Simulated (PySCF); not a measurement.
ClH₃MgSi.

```xyz
6

Mg     0.0000     0.0000    -0.1720
Cl     0.0000     0.0000    -2.3619
Si     0.0000     0.0000     2.3842
H      1.1973     0.6913     2.9458
H      0.0000    -1.3826     2.9458
H     -1.1973     0.6913     2.9458
```
Charge 0, spin multiplicity 1.

The structure is a stationary point at PBE0-D3(BJ)/def2-TZVP.

Level of theory: B3LYP/pcSseg-2 (PySCF). Non-relativistic, no solvent.

Q: Give the absolute GIAO shielding of each atom: isotropic value and principal components (ppm). (An estimate is asked for; the answer gives what the named calculation found.)

A: 
```
atom  σ(iso)    σ11    σ22     σ33   span
----  ------  -----  -----  ------  -----
Mg1    465.7  342.9  342.9   711.2  368.3
Cl2    975.1  886.1  886.1  1153.2  267.1
Si3    475.5  459.6  483.4   483.4   23.8
H4      28.5   25.7   26.1    33.7    8.1
H5      28.5   25.7   26.1    33.7    8.1
H6      28.5   25.7   26.1    33.7    8.1
```
